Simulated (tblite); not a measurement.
Compound: CH12BN2Si3 (doublet state).
Bonds: N1–B2, B2–C3, C3–Si4, B2–N5, N5–Si6, N5–Si7. Hydrogens: H8, H9 on N1; H10, H11 on C3; H12, H13, H14 on Si4; H15, H16 on Si6; H17, H18, H19 on Si7.

Computed with GFN2-xTB (tblite), gas phase: L-BFGS steps from a force-field or distance-geometry start until the largest atomic force falls under 0.01 eV/Å.

Step 12: E = -558.5736 eV
```
atom  x, y, z in Å  |  force x, y, z in eV/Å
N1     -0.6768   -0.5905   -1.7734   -0.174  -0.066  -0.085
B2     -0.0142    0.1381   -0.6868    0.086   0.069  -0.022
C3      1.5406    0.3887   -0.7295    0.257  -0.076   0.117
Si4     2.4150   -0.5495    0.6888   -0.002   0.022  -0.037
N5     -0.8666    0.5775    0.3970   -0.027  -0.024  -0.161
Si6    -1.9326    1.8610   -0.1075   -0.053   0.079   0.034
Si7    -1.6337   -0.6684    1.3358   -0.020  -0.013   0.027
H8     -0.3916   -1.5550   -1.8568   -0.008  -0.031  -0.043
H9     -0.5670   -0.1578   -2.6805    0.103  -0.075  -0.060
H10     1.8390    1.4355   -0.6366   -0.175  -0.040   0.054
H11     1.9580    0.0311   -1.6787   -0.022   0.084   0.079
H12     3.8755   -0.3848    0.5441   -0.122   0.017  -0.001
H13     1.9953   -0.0299    1.9952    0.034  -0.047  -0.088
H14     2.1395   -1.9955    0.6001   -0.010   0.094   0.003
H15    -3.0416    1.4304   -0.9716    0.091   0.108   0.046
H16    -1.1538    2.9666   -0.6777    0.018  -0.082  -0.016
H17    -2.2378    0.0966    2.4302   -0.007  -0.088   0.022
H18    -2.6774   -1.3885    0.5724    0.151   0.009   0.189
H19    -0.5795   -1.5963    1.7811   -0.122   0.059  -0.056
```

Step 13: E = -558.5840 eV
```
atom  x, y, z in Å  |  force x, y, z in eV/Å
N1     -0.6735   -0.5929   -1.7779   -0.200  -0.074  -0.125
B2     -0.0155    0.1416   -0.6928    0.038  -0.025  -0.012
C3      1.5378    0.3894   -0.7264    0.218  -0.035   0.086
Si4     2.4121   -0.5449    0.6840    0.069  -0.074   0.141
N5     -0.8710    0.5769    0.3913   -0.043  -0.049  -0.199
Si6    -1.9358    1.8636   -0.1077   -0.020   0.058   0.072
Si7    -1.6338   -0.6702    1.3323   -0.001   0.036   0.032
H8     -0.4000   -1.5602   -1.8652    0.005  -0.044   0.027
H9     -0.5640   -0.1708   -2.6893    0.106  -0.012  -0.069
H10     1.8293    1.4340   -0.6226   -0.141   0.068   0.047
H11     1.9654    0.0416   -1.6721   -0.026   0.061   0.006
H12     3.8748   -0.3843    0.5452   -0.141   0.027  -0.016
H13     2.0001   -0.0342    1.9989    0.034  -0.044  -0.128
H14     2.1406   -1.9925    0.6027   -0.015   0.096  -0.012
H15    -3.0499    1.4528   -0.9706    0.066   0.079   0.026
H16    -1.1406    2.9549   -0.6746    0.031  -0.021  -0.039
H17    -2.2282    0.1046    2.4221   -0.035  -0.077   0.062
H18    -2.6790   -1.4081    0.5947    0.114   0.015   0.132
H19    -0.5788   -1.5920    1.7735   -0.061   0.015  -0.028
```

Task: Estimate the geometry and energy of step 14. (The exact step hangs on the optimiser's Hessian estimate; all steps are aligned on step 13, rigid shifts and turns removed.)

Result: E = -558.5935 eV, largest force 0.299 eV/Å
```
atom  x, y, z in Å  |  force x, y, z in eV/Å
N1     -0.6740   -0.5964   -1.7843   -0.147  -0.053  -0.134
B2     -0.0157    0.1436   -0.6998   -0.019  -0.134  -0.034
C3      1.5389    0.3899   -0.7208    0.075   0.015   0.027
Si4     2.4105   -0.5421    0.6825    0.111  -0.137   0.242
N5     -0.8778    0.5735    0.3808   -0.049  -0.057  -0.186
Si6    -1.9388    1.8668   -0.1074    0.021   0.041   0.099
Si7    -1.6339   -0.6721    1.3292    0.025   0.098   0.029
H8     -0.4088   -1.5662   -1.8722    0.009  -0.038   0.079
H9     -0.5597   -0.1836   -2.6993    0.105   0.029  -0.069
H10     1.8181    1.4347   -0.6077   -0.104   0.139   0.046
H11     1.9719    0.0540   -1.6654    0.000   0.034  -0.059
H12     3.8714   -0.3833    0.5459   -0.099   0.036  -0.028
H13     2.0058   -0.0393    2.0011    0.016  -0.022  -0.107
H14     2.1418   -1.9880    0.6050   -0.026   0.054  -0.024
H15    -3.0582    1.4775   -0.9691    0.036   0.052   0.005
H16    -1.1259    2.9432   -0.6717    0.039   0.031  -0.058
H17    -2.2183    0.1130    2.4142   -0.058  -0.064   0.099
H18    -2.6793   -1.4283    0.6195    0.059   0.008   0.068
H19    -0.5778   -1.5876    1.7652    0.007  -0.032   0.005
```

The energy changes by -0.0095 eV. The first-order estimate −F·Δx gives -0.0130 eV and the mean of the old and new forces, exact on a quadratic surface, -0.0095 eV. The step makes an angle of 70° with the force vector and moves no atom by more than 0.032 Å.

The cost below is that of the whole relaxation. On one thread of an Arm Neoverse V2, shared host, this took 1.8 s wall.
